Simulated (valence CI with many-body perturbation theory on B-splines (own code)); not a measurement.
# Nd55+: E2, E3, M1, M2 decay

Computed by relativistic CI+MBPT: three valence electrons over a frozen Dirac-Fock core [He], a basis of 11 s, 11 p, 10 d, 8 f, 5 g, 2 h functions for each j, with the one-electron correlation potential Σ1 (screened to all orders), the two-electron term Σ2, the three-electron term Σ3, Breit, model QED; selected single and double excitations, second order for the rest, scaled by the run's own slope (own B-spline code, finite nucleus).

No measured spectrum was set against this ion. As an estimate, large intervals hold to a few tenths of a per cent, small ones and those within an open d or f shell to about a per cent.

Lines 1 to 35 of 35 in falling wavelength, among levels below 9511.7 eV, chosen from the decays that carry over 1 % of a level's rate. Wavelengths and rates use the calculated energies. Electric multipoles are in the length gauge, E1 and E2 with the static RPA response of the core. S is in atomic units (e²a₀⁴ for E2 and M2, e²a₀⁶ for E3), for M1 in squared Bohr magnetons. Weak lines are less certain than strong ones. Lines between different terms over intervals too small for the method are left out, as are lines whose strength nearly cancels. The highest levels of a list are the least certain.

Levels are named by their leading jj configuration (3d3/2^4 stands for four electrons in 3d with j = 3/2), which in mixed levels can hold well under half, so a name can repeat and another be missing. Letters in brackets count levels of one name in rising energy.

```tsv
λ vac (Å)	Upper	Lower	Type	A (s⁻¹)	S (a.u.)
24.21	(2s 2p1/2 2p3/2) J=3/2 [a]	(2s 2p1/2^2) J=1/2	M1	8.58e+08	1.81e+00
23.19	(2s 2p3/2 3d5/2) J=9/2	(2s 2p1/2 3d5/2) J=7/2	M1	8.24e+08	3.81e+00
21.74	(2s^2 2p3/2) J=3/2	(2s^2 2p1/2) J=1/2	M1	8.47e+08	1.29e+00
2.045	(2s^2 3p1/2) J=1/2	(2s^2 2p3/2) J=3/2	E2	8.47e+11	5.41e-05
2.028	(2s 2p3/2 3p3/2) J=7/2	(2s 2p3/2^2) J=3/2	E2	2.28e+10	5.59e-06
2.000	(2s 2p3/2 3p3/2) J=7/2	(2s 2p3/2^2) J=5/2	E2	2.77e+11	6.34e-05
1.996	(2s 2p3/2 3p3/2) J=1/2 [b]	(2s 2p3/2^2) J=3/2	E2	4.83e+11	2.73e-05
1.995	(2s 2p1/2 3p3/2) J=5/2	(2s 2p1/2 2p3/2) J=5/2	E2	2.32e+11	3.92e-05
1.989	(2s^2 3p3/2) J=3/2	(2s^2 2p3/2) J=3/2	E2	4.16e+11	4.63e-05
1.972	(2s 2p3/2 3d5/2) J=9/2	(2s 2p3/2^2) J=5/2	M2	1.52e+10	4.04e-06
1.972	(2s 2p3/2 3d5/2) J=9/2	(2s 2p3/2^2) J=5/2	E3	8.52e+08	3.14e-06
1.970	(2s 2p3/2 3p3/2) J=1/2 [b]	(2s 2p3/2^2) J=5/2	E2	1.71e+11	9.03e-06
1.836	(2s 2p3/2 3p3/2) J=7/2	(2s 2p1/2 2p3/2) J=5/2	E2	2.24e+11	3.35e-05
1.833	(2s 2p1/2 3p3/2) J=5/2	(2s 2p1/2^2) J=1/2	E2	4.62e+11	5.13e-05
1.827	(2s 2p3/2 3p3/2) J=7/2	(2s 2p1/2 2p3/2) J=3/2 [a]	E2	3.43e+11	4.98e-05
1.826	(2s 2p3/2 3p3/2) J=1/2 [b]	(2s 2p1/2 2p3/2) J=3/2 [b]	E2	4.87e+11	1.76e-05
1.823	(2s^2 3p3/2) J=3/2	(2s^2 2p1/2) J=1/2	E2	4.97e+11	3.57e-05
1.812	(2s 2p3/2 3d5/2) J=9/2	(2s 2p1/2 2p3/2) J=5/2	M2	4.35e+09	7.60e-07
1.812	(2s 2p3/2 3d5/2) J=9/2	(2s 2p1/2 2p3/2) J=5/2	E3	7.77e+08	1.59e-06
1.803	(2s 2p3/2 3d5/2) J=9/2	(2s 2p1/2 2p3/2) J=3/2 [a]	E3	1.47e+09	2.90e-06
1.780	(2p1/2 2p3/2 3d3/2) J=7/2	(2s 2p1/2 2p3/2) J=3/2 [b]	E2	9.18e+11	1.17e-04
1.772	(2p3/2^2 3d5/2) J=7/2	(2s 2p3/2^2) J=3/2	E2	1.00e+12	1.25e-04
1.769	(2p1/2^2 3d3/2) J=3/2	(2s 2p1/2^2) J=1/2	E2	2.38e+12	1.47e-04
1.766	(2p1/2 2p3/2 3d3/2) J=7/2	(2s 2p1/2 2p3/2) J=5/2	E2	1.19e+12	1.46e-04
1.761	(2p1/2 2p3/2 3d3/2) J=5/2 [a]	(2s 2p1/2 2p3/2) J=3/2 [a]	E2	1.14e+12	1.03e-04
1.760	(2p1/2 2p3/2 3d3/2) J=1/2 [a]	(2s 2p1/2 2p3/2) J=3/2 [a]	E2	2.18e+12	6.57e-05
1.757	(2p1/2 2p3/2 3d3/2) J=7/2	(2s 2p1/2 2p3/2) J=3/2 [a]	E2	2.89e+11	3.46e-05
1.755	(2p1/2 2p3/2 3d5/2) J=9/2	(2s 2p1/2 2p3/2) J=5/2	E2	2.49e+12	3.70e-04
1.751	(2p3/2^2 3d5/2) J=7/2	(2s 2p3/2^2) J=5/2	E2	1.44e+12	1.70e-04
1.751	(2p3/2^2 3d5/2) J=9/2	(2s 2p3/2^2) J=5/2	E2	2.52e+12	3.70e-04
1.750	(2p1/2 2p3/2 3d5/2) J=7/2 [a]	(2s 2p1/2 2p3/2) J=3/2 [a]	E2	2.17e+12	2.55e-04
1.482	(2p1/2^2 4f7/2) J=7/2	(2p1/2^2 2p3/2) J=3/2	E2	1.85e+12	9.45e-05
1.472	(2s 2p1/2 4f7/2) J=9/2	(2s 2p1/2 2p3/2) J=5/2	E2	1.82e+12	1.12e-04
1.468	(2s^2 4f7/2) J=7/2	(2s^2 2p3/2) J=3/2	E2	1.84e+12	8.99e-05
1.384	(2s 2p1/2 4f5/2) J=3/2	(2s 2p1/2^2) J=1/2	E2	1.85e+12	3.34e-05
```
